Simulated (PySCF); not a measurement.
CH2NO, SMILES N[C]=O, multiplicity 2.

Geometry optimised at TPSSh-D3(BJ)/def2-TZVP. The isomer is the one that the SMILES or the coordinates give; other isomers of the formula were not compared. Other conformers were not sampled.

The numbers are results of r2SCAN/def2-TZVPD run with PySCF, not measurements.

Isolated molecule, no solvent.

```
Property                                                                                                        Result
---------------------------------------------------------------------------------------------  -----------------------
total energy                                                                                        -169.22588 hartree
point group                                                                                                         Cs
α spin, highest occupied and lowest empty level                                                     -5.12 and -0.44 eV
β spin, highest occupied and lowest empty level                                                     -7.53 and -2.55 eV
dipole moment                                                                                                   3.70 D
quadrupole, principal values (traceless, Buckingham form, about the centre of nuclear charge)    -2.04, 0.37, 1.67 D·Å
mean static polarisability                                                                        27.7 bohr³ (4.10 Å³)
polarisability, principal values                                                                20.0, 27.7, 35.4 bohr³
⟨S²⟩                                                                                           0.755 (pure state 0.75)
```
